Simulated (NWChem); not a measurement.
Molecule: CH5ClFNSi; SMILES C[Si](N)(F)Cl

```xyz
10

C      1.6298     1.0858     0.4567
Si    -0.0049     0.3025     0.0402
N     -1.2292     0.7555     1.1448
F     -0.3549     0.6659    -1.4978
Cl     0.1026    -1.7679     0.1019
H      1.9670     0.7748     1.4502
H      1.5483     2.1795     0.4482
H      2.3945     0.8029    -0.2738
H     -2.0936     0.2300     1.1962
H     -1.3736     1.7330     1.3697
```
Atoms are numbered in this order, from 1.

Level: B3LYP/6-31G* (spherical d) (NWChem), optimised geometry, unscaled harmonic frequencies. B3LYP is NWChem's, with the RPA form of VWN correlation.

```json
[
 {"frequency (cm⁻¹)": "143", "IR intensity (km/mol)": "0.2"},
 {"frequency (cm⁻¹)": "152", "IR intensity (km/mol)": "12.6"},
 {"frequency (cm⁻¹)": "174", "IR intensity (km/mol)": "1.4"},
 {"frequency (cm⁻¹)": "258", "IR intensity (km/mol)": "5.2"},
 {"frequency (cm⁻¹)": "275", "IR intensity (km/mol)": "0.8"},
 {"frequency (cm⁻¹)": "281", "IR intensity (km/mol)": "22.8"},
 {"frequency (cm⁻¹)": "321", "IR intensity (km/mol)": "40.1"},
 {"frequency (cm⁻¹)": "412", "IR intensity (km/mol)": "201.8"},
 {"frequency (cm⁻¹)": "513", "IR intensity (km/mol)": "76.4"},
 {"frequency (cm⁻¹)": "699", "IR intensity (km/mol)": "39.1"},
 {"frequency (cm⁻¹)": "771", "IR intensity (km/mol)": "2.0"},
 {"frequency (cm⁻¹)": "821", "IR intensity (km/mol)": "8.1"},
 {"frequency (cm⁻¹)": "886", "IR intensity (km/mol)": "157.0"},
 {"frequency (cm⁻¹)": "902", "IR intensity (km/mol)": "172.9"},
 {"frequency (cm⁻¹)": "956", "IR intensity (km/mol)": "184.5"},
 {"frequency (cm⁻¹)": "1346", "IR intensity (km/mol)": "34.5"},
 {"frequency (cm⁻¹)": "1492", "IR intensity (km/mol)": "4.2"},
 {"frequency (cm⁻¹)": "1494", "IR intensity (km/mol)": "3.6"},
 {"frequency (cm⁻¹)": "1621", "IR intensity (km/mol)": "70.8"},
 {"frequency (cm⁻¹)": "3056", "IR intensity (km/mol)": "1.7"},
 {"frequency (cm⁻¹)": "3129", "IR intensity (km/mol)": "6.3"},
 {"frequency (cm⁻¹)": "3148", "IR intensity (km/mol)": "4.0"},
 {"frequency (cm⁻¹)": "3563", "IR intensity (km/mol)": "29.4"},
 {"frequency (cm⁻¹)": "3657", "IR intensity (km/mol)": "28.4"}
]
```

```yaml
zero_point_energy: 43.0 kcal/mol
thermal correction to the enthalpy at 298.15 K (with zero-point energy): 48.2 kcal/mol
heat capacity Cv: 25.0 cal/(mol K)
entropy at 298.15 K and 1 atm (symmetry number 1): 83.9 cal/(mol K)
dipole_moment: 2.94 D
```

Rigid rotor and harmonic oscillator.
